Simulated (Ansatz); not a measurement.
Complex (SMILES): Cl (HCl) with Cl (HCl), atoms 1 to 2 the first; geometry from B3LYP-D3(BJ)/def2-TZVP, monomers rigid:
```xyz
4

Cl     0.8867    -0.0511     0.1397
H     -0.2309     0.0366     0.7652
Cl    -0.6491    -3.0596    -1.4835
H      0.0587    -2.0731    -1.0529
```

Interaction energy at wB97M-V with Ansatz (a program for electronic structure), kcal/mol, without and with the counterpoise correction (monomers among the partner's ghost functions). Cartesian d functions, on some or all atoms, in 6-31G*, 6-311+G**; all else is spherical. The program fits the integrals of some runs and decomposes those of others, by size. The functional holds VV10 correlation; no added dispersion term, no relativity. Reference, counterpoise-corrected: the value in aug-cc-pV(5+d)Z, -1.87.

| basis | functions | uncorrected | counterpoise | counterpoise correction | mean of both |
|---|---|---|---|---|---|
| STO-3G | 20 | -3.04 | -1.86 | 1.18 | -2.45 |
| 3-21G | 30 | -3.64 | -2.17 | 1.48 | -2.91 |
| def2-SV(P) | 40 | -3.85 | -2.27 | 1.58 | -3.06 |
| 6-31G* | 42 | -2.27 | -1.99 | 0.28 | -2.13 |
| pcseg-1 | 46 | -2.04 | -1.88 | 0.16 | -1.96 |
| def2-SVPD | 70 | -2.45 | -1.99 | 0.47 | -2.22 |
| 6-311+G** | 74 | -2.07 | -1.76 | 0.32 | -1.92 |
| def2-TZVPD | 110 | -1.94 | -1.84 | 0.09 | -1.89 |
| def2-TZVPP | 112 | -2.18 | -1.87 | 0.30 | -2.03 |
| cc-pV(Q+d)Z | 188 | -1.96 | -1.86 | 0.10 | -1.91 |
| pcseg-3 | 194 | -1.89 | -1.85 | 0.04 | -1.87 |
| def2-QZVPPD | 224 | -1.86 | -1.86 | 0.01 | -1.86 |

The corrected value lies nearer the reference in 11 of 12 rows.
